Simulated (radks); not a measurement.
Results of a calculation; reference values are marked as such.
Fractional charge and spin in the 5p shell of iridium: the spin-up occupation runs from 2 to 3 and the spin-down occupation from 2 to 3; the fullest corner is Ir3+, [Kr] 4d10 4f14 5s2 5d(up 3, down 3) 5p(up 3, down 3). Level of theory: scalar-relativistic Kohn-Sham, r2SCAN, spin-polarised, spherical densities, finite nucleus; meta-GGA in the generalised Kohn-Sham scheme; Fermi nuclear charge, rms radius of each element as measured or else 0.836 A^(1/3) + 0.57 fm (a radial shooting solver on a logarithmic mesh with Libxc functionals). Energy (eV) minus the two flat planes that join the four corners (they meet along the diagonal where the two added fractions sum to one electron); zero is where a piecewise linear energy would lie.

down \ up,2,2.25,2.5,2.75,3
2,0.000,-1.584,-2.106,-1.574,0.000
2.25,-1.584,-2.012,-1.390,0.270,-1.497
2.5,-2.106,-1.390,0.360,-1.321,-1.989
2.75,-1.574,0.270,-1.321,-1.903,-1.485
3,0.000,-1.497,-1.989,-1.485,0.000

Corners above the fullest one (they belong to Ir4+ and the next ion): (up 3, down 2) 95.381 eV, (up 2, down 3) 95.381 eV, (up 2, down 2) 208.59 eV. With half an added electron in each spin the energy lies 0.360 eV from the planes, and with half an added electron in spin up alone -2.106 eV. The planes are only a guide here: the flat-plane condition holds for ground states with one frontier orbital, while this shell lies below other occupied shells, so the corners above the fullest one are inner-hole states and not the ground states of those ions.
